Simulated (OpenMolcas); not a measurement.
# Ni7+: effect of correlating more closed shells

```
Program             : OpenMolcas
Basis               : ANO-RCC-VQZP [7s6p4d3f2g1h]
Scalar Hamiltonian  : DKH2, point nucleus
Active space        : 3 electrons in 5 orbitals (3d)
State averaging     : 2S+1 = 4 even, 10 roots; 2S+1 = 2 even, 40 roots
Spin-orbit coupling : state interaction with AMFI integrals over the reference wave functions, term energies averaged over their components
```

Methods on the same reference wave functions:
A. CASSCF
B. MS-CASPT2, IPEA 0.25 Eh, imaginary shift 0.1 Eh (closed shells correlated: none)
C. MS-CASPT2, IPEA 0.25 Eh, imaginary shift 0.1 Eh (closed shells correlated: 3s 3p)

Energies in cm⁻¹ above 3d³ ⁴F_3/2, the measured ground level; measured values from Corliss and Sugar, J. Phys. Chem. Ref. Data 10, 197 (1981).

| Level | A | B | C | Measured |
| --- | --- | --- | --- | --- |
| 3d³ ⁴F_3/2 | 0.0 | 0.0 | 0.0 | 0.0 |
| 3d³ ⁴F_5/2 | 939 | 946 | 950 | 1012 |
| 3d³ ⁴F_7/2 | 2190 | 2200 | 2210 | 2184 |
| 3d³ ⁴F_9/2 | 3699 | 3700 | 3710 | 3721 |
| 3d³ ⁴P_1/2 | 28323 | 26490 | 24200 | 23261 |
| 3d³ ⁴P_3/2 | 28583 | 26700 | 24440 | 23710 |
| 3d³ ²G_7/2 | 29457 | 27930 | 26320 |  |
| 3d³ ⁴P_5/2 | 29824 | 28010 | 25700 | 24669 |
| 3d³ ²G_9/2 | 30608 | 29100 | 27520 |  |
| 3d³ ²P_3/2 [51 %] | 38618 | 35170 | 33390 |  |
| 3d³ ²P_1/2 | 38693 | 35210 | 33970 |  |
| 3d³ ²H_9/2 | 38953 | 37770 | 36780 |  |
| 3d³ ²H_11/2 | 39741 | 38580 | 37600 |  |
| 3d³ ²D_3/2(1) [54 %] | 43082 | 39540 | 37480 |  |
| 3d³ ²D_5/2(1) | 43246 | 39770 | 37110 |  |
| 3d³ ²F_7/2 | 65934 | 62400 | 58840 |  |
| 3d³ ²F_5/2 | 66451 | 62910 | 59350 |  |
| 3d³ ²D_5/2(2) | 102712 | 95290 | 92100 |  |
| 3d³ ²D_3/2(2) | 103327 | 95980 | 92690 |  |

Deviations, from unrounded energies. A percentage is the sum of absolute deviations over the sum of measured energies, with the sign that they share, or ± where signs differ.

| Against measurement | Levels | A | B | C |
| --- | --- | --- | --- | --- |
| mean absolute deviation (cm-1) | 6 | 2500 | 1600 | 470 |
| fine structure of the ground term (%) | 3 | ±1.5 | ±1.4 | ±1.4 |
| other terms of the ground configuration (%) | 3 | +21.1 | +13.4 | +3.8 |

C lies closest to measurement on these levels and A furthest from it. The largest miss of C in the table is 3d³ ⁴P_5/2, by +1000 cm-1. The ranking rests on the paired levels alone, and a cruder setting can come out closer through cancelling errors.

Between B and C the level of the table that moves most is 3d³ ²F_5/2, by 3600 cm-1 (lowest in C, highest in B). Moves below CASPT2's spread within the term are not significant.

From A to B the spin-free energies of the other terms of 3d³ shown, above ⁴F, scale by factors of 0.90 to 0.97, as is usual when dynamic correlation screens the repulsion within a d or f shell.

The lowest spin-free term lies below A's lowest term by 0.020 hartree in B, 0.383 hartree in C.

What an inner shell adds also hangs on whether the basis holds functions to correlate it.

CASPT2 does not keep the components of a term degenerate, so their means are used; among the terms shown or strongly mixed into the levels shown the widest spread is 880 cm-1 (3d³ ⁴F, C). Without dynamic correlation excited terms often stand tens of per cent too high (terms of higher spin than the ground term too low), and those without a measured partner can miss by more than the paired ones (holds for A). Computed and measured levels are paired by configuration, term and J; levels that our copy of the source lacks, or whose pairing is in doubt (as where it misses far off the trend of its configuration), stay unpaired and out of the deviations. Levels of configurations outside the active space are missing.

A share in square brackets marks a mixed level and gives the weight of the term that names it, the lowest over the columns. A number in round brackets counts repeated terms of one configuration in the order of the reference energies.
